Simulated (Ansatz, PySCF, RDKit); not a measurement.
Pair of molecules: NH3 (SMILES N) (first 4 atoms) with HBr (SMILES Br); geometry from B3LYP-D3(BJ)/def2-TZVP.
(charge 0, multiplicity 1):
```xyz
6

N      0.26345    -0.02255     0.44610
H      1.19578     0.03114     0.05176
H     -0.17631    -0.87701     0.12344
H     -0.27658     0.76685     0.11020
Br     0.40584     0.01165     3.60684
H      0.33773    -0.00472     2.09488
```

Interaction energies are E(AB) − E(A) − E(B) at the monomers' geometry in the complex; basis-set methods are counterpoise corrected. Rows marked so take none. RDKit's UFF carries no charges.

Rows in STO-3G carry no dispersion term and start afresh at each structure; the Pople sets are all-electron and without relativity.

Run with Ansatz (a first-principles code); PySCF for STO-3G rows; RDKit for the force fields. Values without a source in brackets are computed.

One of these levels gives -521.2 meV for the interaction energy. Which one is it?
(A) UFF
(B) HF/STO-3G (no counterpoise)
(C) PBE/def2-TZVPPD

C, PBE/def2-TZVPPD. The others give 7938.8 (UFF), -474.8 (HF/STO-3G (no counterpoise))
